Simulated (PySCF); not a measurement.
# Electron correlation in Ce³³⁺ (cerium, charge +33)

Starting occupation: [Ar] 3d7, 3d3/2 with m_j = -3/2, -1/2, +1/2, +3/2, 3d5/2 with m_j = +1/2, +3/2, +5/2. Calculation: PySCF 2.14, in an even-tempered Gaussian basis (16 s from 5.9 bohr⁻², ratio 2.8; 12 p from 7.6 bohr⁻², ratio 2.8; 8 d from 7.6 bohr⁻², ratio 2.8; 3 f from 29 bohr⁻², ratio 3); X2C-1e with screened-nucleus spin-orbit coupling, Gaussian nucleus. Frozen: [Ne]; 15 electrons correlated; the 74 highest virtual spinors left out.

MP2 pair energies summed by pair of shells (mhartree):

```
       pair  energy  share (%)
3d3/2-3d5/2  -92.59       18.3
3d3/2-3p3/2  -83.65       16.6
3d5/2-3p3/2  -78.57       15.6
3d3/2-3d3/2  -52.61       10.4
3p3/2-3p3/2  -36.52        7.2
3p1/2-3p3/2  -26.34        5.2
3d3/2-3p1/2  -23.22        4.6
3p3/2-3s1/2  -21.01        4.2
3d5/2-3d5/2  -19.91        3.9
3d3/2-3s1/2  -19.29        3.8
3d5/2-3p1/2  -17.63        3.5
3d5/2-3s1/2  -13.66        2.7
3p1/2-3s1/2   -9.59        1.9
3p1/2-3p1/2   -6.10        1.2
3s1/2-3s1/2   -4.48        0.9
```

Total MP2 correlation energy: -505.17 mhartree.

At this charge the one-electron X2C treatment keeps the bare 1/r₁₂, with no two-electron picture change or Breit term. The effect here is smaller than on the frozen 1s shell.
